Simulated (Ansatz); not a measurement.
Input for Ansatz (a first-principles code): U-r2SCAN/def2-TZVPP on F2Pb (SMILES [F][Pb][F]), a point of a bond scan (R = 2.261 Å). Elements past Kr take the def2 small-core potentials; no spin–orbit coupling.

Ansatz 0.2 input:
```yaml
crystal:
  periodic: [false, false, false]
  atoms:
    - {symbol: Pb, position_ang: [0.02962032, -0.01891666, 0.24316538]}
    - {symbol: F, position_ang: [0.70695540, 1.55327788, -1.23408860]}
    - {symbol: F, position_ang: [-0.91525349, -1.23799932, -1.11571404]}
basis:
  gaussian:
    orbitals: def2-TZVPP
hamiltonian:
  xc: {name: r2SCAN}
magnetization: {spin_polarized: true, initial_magnetization: 0}
```

Program output:

```
WARN ansatz: RAYON_NUM_THREADS=1 ignored (pool sized by the plan → 1); use --threads N
Functional definition: r2SCAN
integrals: 0.03 GiB planned
694 factors; their error is unknown
mean field: 0.36 GiB planned
mean field evaluation 1: about -10679.3396 eV, gradient 4.7e1 eV
mean field evaluation 2: about -10487.9185 eV, gradient 1.9e2 eV
mean field evaluation 4: about -10686.0721 eV, gradient 1.5e1 eV
mean field evaluation 8: about -10686.7164 eV, gradient 1.5e-1 eV
mean field evaluation 16: about -10686.7094 eV, gradient 1.0e-3 eV
mean field -10686.70944381 eV, -392.7293283481 hartree, gradient 2.0e-5 eV, S^2 0.000000; 0 other end points of the search recorded, 0 dependent functions left out
reference -10686.70946030 eV, -392.7293289542 hartree; 20, 20 occupied and 92, 92 virtual orbitals, 694 factors
Total energy: -10686.70946030 eV, -392.7293289542 hartree
```

The calculation finished and met its thresholds.

Cost: around 4 core-seconds (rough).
